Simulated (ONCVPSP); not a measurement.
## What one change does to a pseudopotential (W (Z = 74), ONCV)

tungsten, optimised norm-conserving Vanderbilt (ONCV), made with ONCVPSP 4.0.1 (PBEsol, non-relativistic). Core [Kr] 4d10, reference 4f14 5s2 5p6 5d4 6s2. Waves: 5s+6s: rc 2.25 bohr, ncon 4, nbas 8, qcut 5.5 1/bohr, 2 projectors; 5p: rc 1.25 bohr, ncon 4, nbas 7, qcut 7.4 1/bohr, 2 projectors, debl 2.6 Ha; 5d: rc 2.20 bohr, ncon 4, nbas 8, qcut 6.6 1/bohr, 2 projectors, debl 1.9 Ha; 4f: rc 0.65 bohr, ncon 4, nbas 8, qcut 29 1/bohr, 3 projectors, debl 1.2 Ha. Local part: polynomial inside 0.50 bohr (lpopt 5, dvloc0 1 Ha). Core correction: Teter function, fcfact 4, rcfact 1.5.

In the f channel the program set the typed energies aside and used -1.542, 0.250, 1.450 Ha.

Change: s: rc 2.96.

Cutoffs: the cutoffs (Ha) at which the residual kinetic energy of the hardest occupied pseudo-wave falls to 1 and 0.1 mHa per electron; they do not see the model core or the augmentation charge, which bear on the density cutoff. Errors are all-electron minus pseudo energies relative to the spin-unpolarised reference configuration.

Problem. What does the change do?

Solution. The potential gets neither clearly harder nor softer (329 Ha and 362 Ha → 329 Ha and 362 Ha); both files keep a bound ghost (d, p, s); of the 4 tests that both files solve, the error grows in 2 and shrinks in 1 by more than 15 % and 0.3 meV (median size 3.5 → 5.4 meV).

| quantity | base | changed |
| --- | --- | --- |
| cutoff, loose | 329 Ha | 329 Ha |
| cutoff, tight | 362 Ha | 362 Ha |
| loose cutoff by channel | s 8.7 Ha, p 31 Ha, d 14 Ha, f 329 Ha | s 6.4 Ha, p 31 Ha, d 14 Ha, f 329 Ha |
| bound ghosts | s, p, d | s, p, d |
| GHOST(+) flags under 300 eV | none | none |
| error for 4f14 5s2 5p6 5d4 6s1, meV [ΔE 7.69 eV] | -0.9 | -1.2 |
| error for 4f14 5s2 5p6 5d4 6s0, meV [ΔE 21.57 eV] | -5.6 | -7.7 |
| error for 4f14 5s2 5p6 5d3 6s0, meV [ΔE 47.73 eV] | -2.3 | -6.9 |
| error for 4f14 5s2 5p5 5d4 6s2, meV [ΔE 46.57 eV] | -4.8 | -3.8 |
| p: phases at 1.27 bohr within 0.05 rad from the reference energy up to (Ha; the scan ends near 5) | to the end of the scan | to the end of the scan |
| d: phases at 2.23 bohr within 0.05 rad from the reference energy up to (Ha; the scan ends near 5) | to the end of the scan | to the end of the scan |
| f: phases at 0.66 bohr within 0.05 rad from the reference energy up to (Ha; the scan ends near 5) | to the end of the scan | to the end of the scan |
| rms error of d²Exc/dni dnj with the model core, mHa | 3.34 | 3.68 |

 A true bound ghost makes a file unfit for plane-wave use even where its test errors are small: the radial tests pick states by their node count and pass the ghost by.
